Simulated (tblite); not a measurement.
Species: C7H9P.
Bonds: C1–C2, C2–C3 (triple), C3–P4, P4–C5, C5–C6 (double), C6–C7, C7–C8, P4–C8. Hydrogens: H9, H10, H11 on C1; H12 on C5; H13 on C6; H14, H15 on C7; H16, H17 on C8.

Computed geometry: GFN2-xTB, gas phase.

**Question.** List the bond lengths, angles and torsions at this level.

**Answer.** 
```
                 bond  length (Å)   order
                C1–C2       1.446  single
                C2≡C3       1.205  triple
                C3–P4       1.771  single
                P4–C5       1.833  single
                C5=C6       1.325  double
                C6–C7       1.497  single
                C7–C8       1.531  single
                P4–C8       1.874  single
C1–H9, C1–H10, C1–H11       1.090  single
               C5–H12       1.078  single
               C6–H13       1.081  single
       C7–H14, C7–H15       1.094  single
       C8–H16, C8–H17       1.092  single
```

Bonds in one row agree within 0.01 Å and their mean is given. Orders are formal, as drawn. A selection of angles:
```
   angle  degrees
C1–C2–C3    177.4
C2–C3–P4    173.5
C3–P4–C5     96.2
C3–P4–C8     98.3
C5–P4–C8     88.8
P4–C5–C6    113.9
C5–C6–C7    116.8
C6–C7–C8    107.3
P4–C8–C7    108.1
```

Dihedral angles: C3–P4–C5–C6 -87° (synclinal); P4–C5–C6–C7 1° (synperiplanar); C5–C6–C7–C8 -16° (synperiplanar); C6–C7–C8–P4 23° (synperiplanar); C3–P4–C8–C7 76° (synclinal). The mirror-image conformer, all signs reversed, is as good.

The 3 C–P bonds span 1.771 Å (C3–P4, drawn single) to 1.874 Å (P4–C8, drawn single), a spread of 0.103 Å. P4 (phosphine phosphorus) is pyramidal (angles 98.3°, 96.2° and 88.8°, sum 283.3°, 0.97 Å off the plane of its three neighbours). The 5-membered ring P4–C5–C6–C7–C8 has internal angles of 88.8° to 116.8°; it is puckered, 0.11 Å rms from its mean plane, widest ring torsion 23°. The 5 C–C bonds span 1.205 Å (C2≡C3, drawn triple) to 1.531 Å (C7–C8, drawn single), a spread of 0.326 Å.

Point group: C1 (no symmetry element, even within 0.4 Å). Its lowest GFN2-xTB frequency is 8i cm⁻¹, too small to tell a flat minimum from a shallow saddle. One conformer, not necessarily the lowest.
